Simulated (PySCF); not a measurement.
## State search for NaSb

Unrestricted PBE0; PySCF, scalar-relativistic core potentials, basis sets Na def2-SVP, Sb def2-SVP with ECP28. Outer shells of the fragments: Na 3s1; Sb 4d10 5s2 5p3.

Followed along the bond (rough minima from three points):

| 2Ms+1 | unpaired | ⟨S²⟩ at the start | R at minimum (Å) | Te (eV) |
| --- | --- | --- | --- | --- |
| 3 | π ↑↑ | 2.03 | 2.94 | 0.00 |
| 1 | π ↑↓ | 1.01 | 2.92 | 0.32 |
| 1 | σ ↓, π ↑ | 1.01 | 2.85 | 1.14 |
| 1 | none | 0.00 | 2.91 | 1.23 |
| 3 | σ ↑, π ↑ | 2.00 | none in the scan | ≤ 0.87 |

Solutions found at the starting distance of 2.940 Å, counted from the lowest of them; the search is not exhaustive and high or unbound solutions are not listed, so other states can lie among these:

```json
{"2Ms+1": "3", "unpaired": "π ↑↑", "term": "³Σ⁻", "E (eV)": "0.00", "⟨S²⟩": "2.03", "⟨Lz²⟩": "0.00", "μ (D)": "-6.76"}
{"2Ms+1": "1", "unpaired": "π ↑↓", "term": "mixed", "E (eV)": "0.32", "⟨S²⟩": "1.01", "⟨Lz²⟩": "2.01", "μ (D)": "-6.97"}
{"2Ms+1": "3", "unpaired": "σ ↑, π ↑", "term": "³Π", "E (eV)": "0.87", "⟨S²⟩": "2.00", "⟨Lz²⟩": "1.01", "μ (D)": "-8.32"}
{"2Ms+1": "1", "unpaired": "σ ↓, π ↑", "term": "mixed", "E (eV)": "1.15", "⟨S²⟩": "1.01", "⟨Lz²⟩": "1.01", "μ (D)": "-8.12"}
{"2Ms+1": "1", "unpaired": "none", "term": "mixed", "E (eV)": "1.23", "⟨S²⟩": "0.00", "⟨Lz²⟩": "2.00", "μ (D)": "-6.89"}
{"2Ms+1": "5", "unpaired": "σ ↑↑, π ↑↑", "term": "⁵Σ⁻", "E (eV)": "1.71", "⟨S²⟩": "6.00", "⟨Lz²⟩": "0.00", "μ (D)": "3.63"}
```

A term symbol is given only where ⟨S²⟩ and ⟨Lz²⟩ are close to those of a pure state; real π, δ and φ orbitals otherwise mix terms. A positive dipole means Na(−)Sb(+).

Spin–orbit coupling is left out. Counting both spins, an empty level lies below a filled one in some of these solutions, because spin and occupation are held.
